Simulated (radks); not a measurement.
Values are calculated unless marked as measured or tabulated.
Question: Ionisation of Ru2+, [Kr] 4d6, to Ru3+, [Kr] 4d5, under several functionals. Scalar-relativistic Kohn-Sham, spin-unpolarised, spherical densities, finite nucleus; a radial shooting solver on a logarithmic mesh with Libxc functionals. The NIST Atomic Spectra Database gives 28.470 eV (semi-empirical). Rank these functionals by the error of their Delta-SCF ionisation energy: SCAN; BP86; revPBE; TASK exchange with Perdew-Wang LDA correlation; LDA (Slater exchange, Perdew-Wang correlation); exchange-only PBE.

Answer: From best to worst: exchange-only PBE 29.505 eV (+1.035); TASK exchange with Perdew-Wang LDA correlation 30.332 eV (+1.862); revPBE 30.546 eV (+2.076); SCAN 30.580 eV (+2.110); BP86 30.713 eV (+2.243); LDA (Slater exchange, Perdew-Wang correlation) 30.851 eV (+2.381). Spin polarisation and multiplet splitting are left out, so open shells lie too high by an amount that depends on their filling.

Beside tabulated values, note that spin-unpolarised runs miss the spin-polarisation part of the exchange energy of open shells.
